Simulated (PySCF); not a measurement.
An unknown is described by computed data only.

Elements present: C, H, N and O. Monoisotopic mass: 101.0841 u.

| Quantity | Value |
| --- | --- |
| Dipole | 3.74 D [B97-2/pcSseg-2] |
| Rotational structure | rotational constants A, B, C: 4.663, 1.506, 1.444 GHz [PBE0-D3(BJ)/def2-TZVP] |
| 1H NMR | chemical shifts (computed TMS as zero) by class: 4.54 (1 H), 3.48 (2 H), 1.86 (3 H), 1.34 (2 H), 0.90 (3 H) ppm [GIAO B97-2/pcSseg-2] |
| NMR, other nuclei | isotropic shieldings of nuclei other than C and H, by class: 131 (1 N), -75 (1 O) ppm [GIAO B97-2/pcSseg-2] |
| 13C NMR | chemical shifts (computed TMS as zero) by class: 173.0 (1 C), 42.1 (1 C), 29.9 (1 C), 23.8 (1 C), 13.2 (1 C) ppm [GIAO B97-2/pcSseg-2] |

Electronic properties: PySCF, gas phase, density fitting. Levels stand in brackets. Isolated species at its PBE0-D3(BJ)/def2-TZVP geometry (one conformer only). NMR values are class means; diastereotopic atoms form classes of their own.

Question: Which formula fits the mass and the elements?

Answer: C5H11NO (calculated 101.0841). No other formula that holds each of these elements comes within 0.0003 u with a fitting electron parity and a possible valence count.

Question: Give a SMILES that accounts for the data.

Answer: Numbering: `[CH3:1][CH2:2][CH2:3][NH:4][C:5]([CH3:6])=[O:7]`. Its formula, C5H11NO, gives 1 degree of unsaturation: 0 rings and 1 π bond in the structure found. 5 carbons fall into 5 classes; from least to most shielded: amide carbonyl carbon [C5] (173.0 ppm), sp3 carbon bound to nitrogen [C3] (42.1 ppm), chain CH2 carbon [C2] (29.9 ppm), methyl carbon next to a carbonyl [C6] (23.8 ppm), methyl carbon [C1] (13.2 ppm). Hydrogen classes from least to most shielded: 1 H on an amide nitrogen, N4 (4.54 ppm), 2 H on an sp3 carbon bound to nitrogen, C3 (3.48 ppm, a mean of values up to 1.6 ppm apart in this geometry), 3 H on a methyl carbon next to a carbonyl, C6 (1.86 ppm), 2 H on a chain CH2 carbon, C2 (1.34 ppm), 3 H on a methyl carbon, C1 (0.90 ppm). The other shieldings belong to: 131 ppm, amide nitrogen [N4]; -75 ppm, amide oxygen [O7]. The optimised geometry has point group C1 and is an asymmetric top. Structure: `CCCNC(C)=O`. Computed isomers that give other values at the same levels: `CCC(=O)N(C)C` (13C chemical shifts (computed TMS as zero) by class: 176.2 (1 C), 37.6 (1 C), 34.5 (1 C), 30.6 (1 C), 11.6 (1 C) ppm); `CC(C)(C)NC=O` (13C chemical shifts (computed TMS as zero) by class: 163.3 (1 C), 54.4 (1 C), 30.2 (3 C) ppm); `CCCCC(N)=O` (13C chemical shifts (computed TMS as zero) by class: 176.4 (1 C), 38.3 (1 C), 30.9 (1 C), 28.5 (1 C), 17.6 (1 C) ppm). The assignments are read from this structure; whether some other isomer fits the data as well wasn't checked.

The values belong to the conformer `[CH3:1][CH2:2][CH2:3][NH:4][C:5]([CH3:6])=[O:7]`: C1–C2–C3–N4 64°, C2–C3–N4–C5 -109°, C3–N4–C5–C6 178°.
